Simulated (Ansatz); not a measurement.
Input and output for BFH₃NSi, SMILES `FB1N[SiH2]1`.

```yaml
crystal:
  periodic: [false, false, false]
  atoms:
    - {symbol: F, position_ang: [-0.871804, -2.140763, 0.801094]}
    - {symbol: B, position_ang: [-0.433067, -0.973421, 0.375122]}
    - {symbol: N, position_ang: [0.740208, -0.495002, -0.173607]}
    - {symbol: Si, position_ang: [-0.349502, 0.892477, -0.073105]}
    - {symbol: H, position_ang: [1.655503, -0.821386, -0.445430]}
    - {symbol: H, position_ang: [-0.757136, 1.487644, -1.372564]}
    - {symbol: H, position_ang: [0.077201, 1.982451, 0.842791]}
basis:
  gaussian: {orbitals: cc-pVTZ-DK}
hamiltonian: {xc: {name: rPW86-PBE}}
accuracy: high
output: {forces: true}
```

```sh
$ ansatz run in.yaml --threads 2 --pin off --events-out ev --progress --plain --max-ram 4352MiB
```

Shortened log:

```
Functional definition: rPW86-PBE
2834 factors; integrals over basis functions are off by at most 3.3e-9 eV
mean field evaluation 1: about -12839.4361 eV, gradient 7.8e1 eV
mean field evaluation 2: about -12790.9172 eV, gradient 1.4e2 eV
mean field evaluation 4: about -12850.1388 eV, gradient 1.9e1 eV
mean field evaluation 8: about -12850.7045 eV, gradient 2.4e-1 eV
mean field evaluation 16: about -12850.7046 eV, gradient 2.6e-5 eV
mean field -12850.70463037 eV, -472.2546846456 hartree, gradient 2.0e-8 eV, S^2 0.000000; 0 other end points of the search recorded, 0 dependent functions left out
reference -12850.70464348 eV, -472.2546851273 hartree; 19, 19 occupied and 147, 147 virtual orbitals, 2834 factors
Total energy: -12850.70464348 eV, -472.2546851273 hartree
Relativity: scalar
Atom 0 at    -0.871804    -2.140763     0.801094 Å, force    -0.278995    -0.633425     0.246541 eV/Å
Atom 1 at    -0.433067    -0.973421     0.375122 Å, force    -0.009998     0.242101    -0.050284 eV/Å
Atom 2 at     0.740208    -0.495002    -0.173607 Å, force     0.424250    -0.264796    -0.100659 eV/Å
Atom 3 at    -0.349502     0.892477    -0.073105 Å, force    -0.426140     0.568073     0.033617 eV/Å
Atom 4 at     1.655503    -0.821386    -0.445430 Å, force     0.263124    -0.087292    -0.079589 eV/Å
Atom 5 at    -0.757136     1.487644    -1.372564 Å, force    -0.018651     0.068378    -0.111188 eV/Å
Atom 6 at     0.077201     1.982451     0.842791 Å, force     0.046410     0.106961     0.061562 eV/Å
Dipole moment:     0.283676     0.121119    -0.133894 e Å
```

Run time 18 s (2 threads of an Arm Neoverse V1 on a shared host); peak host memory 0.68 GiB.
